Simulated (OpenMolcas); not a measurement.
**3d6 along the 24-electron sequence**

```yaml
Program: OpenMolcas 26.06
Method: SS-CASPT2, IPEA 0.25 Eh, imaginary shift 0.1 Eh
Basis: ANO-R2
Scalar_Hamiltonian: X2C, finite nucleus
Spin-orbit_coupling: state interaction with AMFI integrals over the reference wave functions, term energies averaged over their components
```

Active space for each ion: 6 electrons in 5 orbitals (3d); closed shells correlated by CASPT2: 3s 3p.

Computed levels in cm-1 above 5D4:

| Level | Fe2+ | Co3+ | Ni4+ |
| --- | --- | --- | --- |
| 5D3 | 438 | 620 | 850 |
| 5D2 | 745 | 1049 | 1431 |
| 5D1 | 942 | 1324 | 1801 |
| 5D0 | 1039 | 1458 | 1981 |
| 3P2(1) | 19070 | 22870 | 26480 |
| 3H6 | 20180 | 24120 | 27810 |
| 3P1(1) | 20350 | 24690 | 28970 |
| 3H5 | 20400 | 24410 | 28200 |
| 3H4 | 20560 | 24610 | 28430 |
| weight of 5D in the lowest level (%) | 100 | 100 | 100 |

Measured, with the error of the calculation in %. Measured levels: Fe2+ from Corliss and Sugar, J. Phys. Chem. Ref. Data 11, 135 (1982); Co3+ from Sugar and Corliss, J. Phys. Chem. Ref. Data 10, 1097 (1981); Ni4+ from Corliss and Sugar, J. Phys. Chem. Ref. Data 10, 197 (1981).

```json
{"Level": "5D3", "Fe2+": "436 (+0.3)", "Co3+": "639 (-3.1)", "Ni4+": "890 (-4.4)"}
{"Level": "5D2", "Fe2+": "739 (+0.8)", "Co3+": "1078 (-2.7)", "Ni4+": "1490 (-4.0)"}
{"Level": "5D1", "Fe2+": "932 (+1.0)", "Co3+": "", "Ni4+": "1872 (-3.8)"}
{"Level": "5D0", "Fe2+": "1027 (+1.1)", "Co3+": "1494 (-2.4)", "Ni4+": "2058 (-3.7)"}
{"Level": "3P2(1)", "Fe2+": "19405 (-1.7)", "Co3+": "22883 (0)", "Ni4+": "26153 (+1.3)"}
{"Level": "3H6", "Fe2+": "20051 (+0.7)", "Co3+": "23680 (+1.9)", "Ni4+": "27111 (+2.6)"}
{"Level": "3P1(1)", "Fe2+": "20688 (-1.6)", "Co3+": "24729 (-0.2)", "Ni4+": "28698 (+0.9)"}
{"Level": "3H5", "Fe2+": "20301 (+0.5)", "Co3+": "24032 (+1.6)", "Ni4+": "27578 (+2.3)"}
{"Level": "3H4", "Fe2+": "20482 (+0.4)", "Co3+": "24272 (+1.4)", "Ni4+": "27859 (+2.0)"}
```

The fine-structure level 5D0 changes by a factor of 1.91 from Fe2+ to Ni4+. Its fourth root runs 5.68, 6.18, 6.67, with steps per unit of Z of 0.50, 0.49; equal steps would mean a (Z - σ)^4 law with constant σ.

3P2(1) changes by a factor of 1.39 over the same range, with steps per unit of Z of +3800, +3610 cm-1.

Term energies are means over components that CASPT2 splits; among the terms shown or strongly mixed into the levels shown the widest spread is 66 cm-1 (3d6 3H, Fe2+). Computed and measured levels are paired by configuration, term and J; levels that our copy of the source lacks, or whose pairing is in doubt (as where it misses far off the trend of its configuration), stay unpaired and out of the deviations. Levels of configurations outside the active space are missing.

A number in round brackets counts repeated terms of one configuration in the order of the reference energies.
